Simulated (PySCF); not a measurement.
Predicted spectroscopic data

[PySCF: J: B3LYP/pcJ-1; shielding tensors at PBE0/pcSseg-1 (GIAO); geometry from GFN2-xTB; a single conformation; equivalent nuclei averaged; relativity neglected; no solvent]

References, each an isolated molecule treated in the same way: ¹H and ¹³C against TMS. Multiplet labels drop J under 1 Hz and among equivalent protons, and merge close values. Unscaled 3J(H,H) run several per cent high. Where no couplings were computed, multiplicities follow the n + 1 count of equivalent neighbours, and m marks all less simple cases (inequivalent or close neighbours, rings, F or P nearby). Vicinal couplings that depend on rotamer populations or ring flexing (ring, CH–CH, X–H and H–F types) are those of the one conformer. One-bond C–F couplings are unscaled and too large by tens of Hz. Shifts are as computed. Against solution values, carbons near 30 ppm lie about +3 ppm off and those near 130 ppm about +5 ppm. Of 1211 compounds with measured shifts, 218 miss one by over three times the rms of a fit or turn the order of signals round; such compounds aren't used in these exercises. Across acyclic CH2–CH2 and CH–CH2 bonds, 3J(H,H) assumes equally populated rotamers. OH and NH positions are gas-phase values without hydrogen bonding to other molecules.

**1.** `OCC(F)F`, C₂H₄F₂O. ¹H NMR (600 MHz, computed): δ 6.10 (tt, J = 62.8, 3.8 Hz, 1H), 4.00 (td, J = 12.3, 3.8 Hz, 2H), 0.93 (br s, 1H). ¹³C{¹H} NMR (computed): δ 123.4 (t, J = 303.0 Hz), 69.0 (t, J = 26.0 Hz).

**2.** SMILES CC(C)(C)n1ccnn1, C₆H₁₁N₃. ¹H NMR (600 MHz, computed): δ 7.70 (m, 1H), 7.43 (m, 1H), 1.73 (s, 9H). ¹³C{¹H} NMR (computed): δ 136.2, 124.8, 56.7, 32.2.
